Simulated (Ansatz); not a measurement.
C2H4 (SMILES C=C), charge 0, multiplicity 1, relaxed at each level with Ansatz (a program for electronic structure); harmonic frequencies from differences of analytic forces, average atomic masses, frozen cores.

**Question.** Give the equilibrium geometry, the harmonic frequencies and the zero-point energy at r2SCAN/def2-TZVPP.

**Answer.** 
(charge 0, multiplicity 1):
```xyz
6

C     -0.662    -0.005    -0.019
C      0.662     0.005     0.019
H     -1.239     0.913    -0.008
H     -1.223    -0.932    -0.061
H      1.239    -0.913     0.008
H      1.223     0.932     0.061
```
Frequencies (cm⁻¹): 832, 968, 973, 1079, 1244, 1380, 1470, 1686, 3123, 3138, 3199, 3229. Zero-point energy 31.91 kcal/mol.

**Question.** Give the equilibrium geometry, the harmonic frequencies and the zero-point energy at CCSD(T)/cc-pVTZ.

**Answer.** 
(charge 0, multiplicity 1):
```xyz
6

C     -0.66829    -0.00503    -0.01866
C      0.66829     0.00503     0.01866
H     -1.24094     0.91433    -0.00778
H     -1.22556    -0.93289    -0.06110
H      1.24094    -0.91433     0.00778
H      1.22556     0.93289     0.06110
```
Frequencies (cm⁻¹): 823, 942, 967, 1047, 1242, 1369, 1479, 1671, 3139, 3157, 3219, 3246. Zero-point energy 31.88 kcal/mol.

Doubts at one or more of the structures used: a restricted determinant that unrestricted orbitals would lower (CCSD(T)/cc-pVTZ).
